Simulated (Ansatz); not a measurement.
cerium atom (Ce), triplet (core potentials on Ce); PBE0/def2-SVP in Ansatz (a program for electronic structure).

Input for Ansatz:
Ansatz 0.2 input:
```yaml
crystal:
  periodic: [false, false, false]
  atoms:
    - {symbol: Ce, position_ang: [0.00000000, 0.00000000, 0.00000000]}
basis:
  gaussian:
    orbitals: def2-SVP
hamiltonian:
  xc: pbe0
magnetization: {spin_polarized: true, initial_magnetization: 2}
```

Question: Write the output that Ansatz gives for this input, abridged.

Answer: 
```
Functional definition: PBE0
809 factors; their error is unknown
mean field evaluation 1: about -12911.8784 eV, gradient 4.9e1 eV
mean field evaluation 2: about -12822.6956 eV, gradient 2.1e2 eV
mean field evaluation 4: about -12921.7238 eV, gradient 8.5e0 eV
mean field evaluation 8: about -12922.0279 eV, gradient 3.7e-1 eV
mean field evaluation 16: about -12922.2553 eV, gradient 7.7e0 eV
mean field evaluation 32: about -12922.4757 eV, gradient 7.5e-2 eV
mean field evaluation 64: about -12920.2168 eV, gradient 3.0e-1 eV
mean field evaluation 96: about -12920.3098 eV, gradient 3.0e-3 eV
mean field evaluation 128: about -12920.9528 eV, gradient 1.4e-2 eV
mean field evaluation 160: about -12920.2851 eV, gradient 3.2e-4 eV
mean field evaluation 192: about -12920.8714 eV, gradient 2.5e-3 eV
mean field evaluation 224: about -12921.9511 eV, gradient 2.2e-2 eV
mean field evaluation 256: about -12921.0466 eV, gradient 1.7e0 eV
mean field evaluation 288: about -12921.0135 eV, gradient 1.7e0 eV
mean field evaluation 320: about -12922.4451 eV, gradient 3.2e0 eV
mean field evaluation 352: about -12921.9149 eV, gradient 2.4e0 eV
mean field evaluation 384: about -12921.5294 eV, gradient 1.8e0 eV
mean field evaluation 416: about -12921.9974 eV, gradient 1.0e1 eV
mean field evaluation 448: about -12920.3774 eV, gradient 2.8e0 eV
mean field evaluation 480: about -12920.6086 eV, gradient 3.0e0 eV
mean field evaluation 512: about -12922.4754 eV, gradient 1.4e-2 eV
mean field evaluation 544: about -12922.4720 eV, gradient 3.8e-1 eV
mean field evaluation 576: about -12922.4757 eV, gradient 8.2e-3 eV
mean field evaluation 608: about -12922.4466 eV, gradient 3.1e-1 eV
mean field evaluation 640: about -12922.4741 eV, gradient 2.3e-2 eV
mean field evaluation 672: about -12922.4757 eV, gradient 1.1e-4 eV
mean field -12922.47570090 eV, -474.8922228395 hartree, gradient 2.1e-6 eV, S^2 2.031196; 36 other end points of the search recorded, 0 dependent functions left out
reference -12922.47572178 eV, -474.8922236069 hartree; 16, 14 occupied and 62, 64 virtual orbitals, 809 factors
Total energy: -12922.47572178 eV, -474.8922236069 hartree
```
